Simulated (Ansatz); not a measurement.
C₂H₆NO, SMILES CC(N)=[OH+], charge +1.

Geometry: B3LYP-D3(BJ)/def2-SVP. The isomer is the one that the SMILES or the coordinates give; other isomers of the formula were not compared. Other conformers were not sampled.

Two levels are set side by side: PBE/def2-SVPD (Ansatz, a quantum-chemistry and plane-wave program) and PBE0/def2-SVPD (Ansatz). Energy differences of separate SCF runs at the same geometry; the states with an electron removed or added have multiplicity 2 and 2. Differences are taken from unrounded values.

```json
[
 {"quantity": "vertical ionisation energy (eV)", "PBE0": "17.71"},
 {"quantity": "vertical electron affinity (eV)", "PBE0": "4.30"},
 {"quantity": "vertical singlet–triplet gap (eV)", "PBE0": "5.70"}
]
```

What does PBE give, and how far is it from PBE0? (Estimate from the structure and the level; the computed values follow.)


```
quantity                             PBE  PBE minus PBE0
---------------------------------  -----  --------------
vertical ionisation energy (eV)    17.56           -0.15
vertical electron affinity (eV)     4.20           -0.09
vertical singlet–triplet gap (eV)   5.72            0.02
```
